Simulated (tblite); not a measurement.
Compound: C8H17P.
Geometry (GFN2-xTB, Å), atoms numbered from 1 in this order:
```
atom  x, y, z in Å
C1     1.9598    2.2829    0.2826
C2     1.1874    1.2909    0.6922
P3     0.1464    0.4039   -0.4921
C4    -0.1011    1.3823   -1.8627
C5     1.1680   -1.0308   -1.0303
C6     1.7285   -1.9007    0.0854
C7    -1.1140   -0.3531    0.7245
C8    -1.9629   -1.3790   -0.0112
C9    -1.9663    0.8071    1.2213
H10    1.9423    2.5792   -0.7543
H11    2.6050    2.8352    0.9477
H12    1.1651    0.9656    1.7259
H13   -0.6053    0.8241   -2.6516
H14   -0.6625    2.2795   -1.6002
H15    0.5686   -1.6226   -1.7272
H16    1.9772   -0.5694   -1.6050
H17    2.3984   -2.6522   -0.3308
H18    2.2927   -1.2961    0.7928
H19    0.9368   -2.4172    0.6232
H20   -0.6013   -0.8194    1.5708
H21   -1.3872   -2.2696   -0.2564
H22   -2.3372   -0.9458   -0.9405
H23   -2.8177   -1.6788    0.5940
H24   -1.3449    1.5778    1.6782
H25   -2.4984    1.2581    0.3834
H26   -2.6985    0.4707    1.9539
```

Calculated harmonic vibrations of the isolated species, GFN2-xTB (tblite), most abundant isotopes, no scaling. Against measured fundamentals such values can be off by several per cent, at times by over 20. One conformer, not necessarily the lowest.

Harmonic wavenumbers (cm⁻¹): 51.5, 70.3, 85.7, 140.4, 153.6, 175.7, 180.4, 200.1, 209.7, 220.5, 242.3, 284.2, 294.8, 326.9, 346.8, 398.8, 422.3, 549.1, 583.3, 670.2, 722.2, 745.4, 763.9, 902.0, 908.4, 925.6, 938.4, 967.1, 970.7, 977.8, 982.4, 1006.1, 1018.3, 1028.9, 1076.8, 1133.2, 1167.2, 1207.2, 1215.0, 1234.0, 1251.5, 1293.8, 1367.6, 1398.2, 1402.8, 1407.9, 1415.8, 1436.7, 1488.1, 1490.7, 1498.3, 1500.4, 1501.4, 1502.1, 1658.5, 2920.9, 2935.3, 2942.6, 2947.6, 2956.9, 2987.5, 2999.5, 3004.6, 3008.5, 3014.2, 3015.3, 3018.2, 3024.5, 3028.0, 3037.5, 3077.9, 3110.3.

A = 1472, B = 1195, C = 934.9 MHz; mass 144.107 u (most abundant isotopes); point group C1, symmetry number 1.

Question: Zero-point energy?

Answer: ½Σν̃ = 49070 cm⁻¹ = 587.01 kJ/mol.

Question: Give the ideal-gas entropy at 400 K and 1 bar in the rigid-rotor, harmonic-oscillator model (classical rotation).

Answer: Translation 176.95, rotation 127.76, vibration 235.48: S = 540.2 J/(mol K).

Question: And Cp and H(400 K) − H(0)?

Answer: Cp = 266.87 J/(mol K), of which vibrations give 233.62 (their classical limit is 72 R = 598.6); H(400 K) − H(0) = 62.44 kJ/mol without the zero-point energy, 49.14 from vibrations.

Question: What must be added to the electronic energy to get the Gibbs energy at 400 K and 1 bar?

Answer: ZPE + [H(400 K) − H(0)] − T·S = 587.01 + 62.44 − 216.08 = 433.37 kJ/mol.

Question: Blend soft modes into free rotors: weight 1/[1 + (100 cm⁻¹/ν̃)⁴] for the oscillator and the rest for a rotor with moment μB/(μ + B), μ = h/(8π²ν), B = 10⁻⁴⁴ kg m². What vibrational entropy results?

Answer: 221.44 J/(mol K) in place of 235.48, which changes −T·S at 400 K by +5.62 kJ/mol.

Question: How do the functions run with temperature in this model?

Answer: 
| T (K) | S (J/(mol K)) | Cp (J/(mol K)) | H − H(0) (kJ/mol) | G − H(0) (kJ/mol) | ln q(vib) |
| --- | --- | --- | --- | --- | --- |
| 150 | 353.9 | 134.3 | 12.28 | -40.80 | 3.99 |
| 250 | 434.8 | 186.9 | 28.35 | -80.36 | 7.89 |
| 298.15 | 470.0 | 212.9 | 37.97 | -102.15 | 9.74 |
| 600 | 665.7 | 353.1 | 124.92 | -274.49 | 20.75 |
| 900 | 826.6 | 439.7 | 244.83 | -499.07 | 30.80 |

q(vib) and H(0) count from the zero-point level.

Question: Which modes carry the vibrational entropy at 400 K?

Answer: 51.5 cm⁻¹: 22.35; 70.3 cm⁻¹: 19.77; 85.7 cm⁻¹: 18.13; 140.4 cm⁻¹: 14.08; 153.6 cm⁻¹: 13.35; 175.7 cm⁻¹: 12.27 J/(mol K); the other 66 give 135.53 together.

Hindered rotation and anharmonicity are outside this model. Other conformers, if any are populated, would add a mixing term that is left out. The structure is chiral; the term R ln 2 for an equal mix with its mirror image is left out.
